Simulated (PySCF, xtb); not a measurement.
B(F)(Cl)(OH) (BClFHO), SMILES OB(Cl)F.

GFN2-xTB (xtb 6.7.1) at its own geometry gives an orbital gap of 6.04 eV and a dipole moment of 3.07 D.

Geometry optimised at B3LYP-D3(BJ)/def2-SVP. The values are those of a single conformer.

Task: What does PySCF with HF/def2-TZVPD give? (Estimate from the structure and the level; the computed values follow.)

Result: gap 14.01 eV (levels -12.96 and 1.06 eV), dipole 1.96 D.
